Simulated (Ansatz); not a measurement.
Basis-set series for C3H5ClSn (`C#[C][SnH]([CH3])[Cl]`). Total charge 0; spin multiplicity 1. Sn takes the def2 core potential. Geometry: relaxed with PBE0-D4/def2-TZVP.

```
atom    x (Å)    y (Å)    z (Å)
  C1   2.2856   1.6686  -0.3678
  C2   1.4271   0.8278  -0.4738
 Sn3  -0.0841  -0.5878  -0.6400
  C4  -1.5550  -0.2887   0.8578
 Cl5   0.9149  -2.6519  -0.2017
  H6   3.0511   2.4052  -0.2749
  H7  -0.6342  -0.6584  -2.2473
  H8  -2.3070  -1.0740   0.7935
  H9  -1.0716  -0.3252   1.8332
 H10  -2.0269   0.6844   0.7210
```

```
functional       basis  functions  energy (Eh)  HOMO (eV)  LUMO (eV)
   PBE0-D4  def2-TZVPP        255   -791.57102      -8.22      -0.76
   PBE0-D4  def2-QZVPP        473   -791.59338      -8.23      -0.82
   ωB97M-V  def2-TZVPP        255   -791.73398     -10.42       1.05
   ωB97M-V  def2-QZVPP        473   -791.75525     -10.43       0.85
```

Task: Give the rows for def2-SVP. (Estimate.)

Result: Ansatz gave: 
```csv
functional,basis,functions,energy (Eh),HOMO (eV),LUMO (eV)
PBE0-D4,def2-SVP,111,-791.26774,-8.12,-0.57
ωB97M-V,def2-SVP,111,-791.42472,-10.29,1.37
```

Positive LUMOs are unbound and depend on the basis.
